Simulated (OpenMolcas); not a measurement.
Ag2+ (d9) on a cation site of an ionic host was computed by SS-CASPT2, IPEA 0.5 Eh, imaginary shift 0.1 Eh with the d shell active (OpenMolcas, ANO-RCC-VTZP on the metal). Its lowest spin-free states, and all those of the highest spin:

```csv
2S+1,Degeneracy,E (cm-1)
2,3,0
2,2,6250
```

Question: Is the site octahedral, tetrahedral or cube-like, axial, or of lower symmetry?

Answer: The states with 2S+1 = 2 have orbital degeneracies 3, 2. Threefold states need a cubic site. For d9 at this spin an octahedron puts the twofold E below the threefold T2 and a tetrahedron or cube puts the threefold T2 below the twofold E, so the site is a tetrahedron or a cube, which this pattern cannot tell apart. The first gap at this spin, 6250 cm-1, is |10Dq| in ligand-field theory. The run had Ag2+ with its 8 nearest fluoride ions at 2.38 Å, on the Sr site of SrF2 (a = 5.796 Å, distance in the model lattice 2.510 Å). The rest of the host is ab initio model potentials to 7.6 Å and point charges beyond; the distance is set by hand and nothing relaxes. Ligand basis ANO-RCC-VDZP.

Over all roots computed the reference weight is 0.68; a low but even weight reflects the number of correlated electrons. An orbital triplet at a regular site is open to Jahn-Teller coupling, which can distort the site and quench the lowest spin-orbit gaps and is left out. Ligand-to-metal charge-transfer states are missing. With one d shell and no ligand orbital active, 10Dq can be off by a tenth or more. Free-ion shares, where given, are those of the reference states; single-state CASPT2 does not remix them. The distance lies 2 % under the 2.425 Å that this model takes as the normal distance (a Shannon-type radius plus a fixed donor radius, weighted with the host); by an R⁻⁵ law this alone changes a d-shell field by about +10 %. No measured value stands beside these numbers; the geometry was set by hand and not optimised.
